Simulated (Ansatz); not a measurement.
Mulliken charges of C₂HBrCl₂ (`ClC(Cl)=CBr`) from PBE/def2-TZVPP in Ansatz (PBE0-D4/def2-TZVP geometry).

| atom | x (Å) | y (Å) | z (Å) | charge (e) |
| --- | --- | --- | --- | --- |
| Cl1 | -0.943 | -1.762 | -0.546 | -0.023 |
| C2 | 0.035 | -0.599 | 0.220 | 0.052 |
| Cl3 | 0.983 | -1.180 | 1.527 | -0.043 |
| C4 | 0.099 | 0.680 | -0.128 | -0.102 |
| Br5 | -0.875 | 1.432 | -1.522 | -0.003 |
| H6 | 0.743 | 1.365 | 0.403 | 0.119 |

**Question.** By hand: the dipole of these point charges (1 e Å = 4.8032 D).

**Answer.** Σ q r = (0.062, 0.149, 0.024) e Å, of length 0.163 e Å = 0.78 D.

**Question.** How does the dipole of the full density compare? (Best estimate.)

**Answer.** Ansatz gave: (0.079, 0.089, 0.064) e Å, 0.65 D; the point charges give 1.20 times that, at 27° from its direction.

Point charges leave out the atoms' own dipoles, such as those of lone pairs, and Mulliken's split depends on the basis, so the two needn't agree.
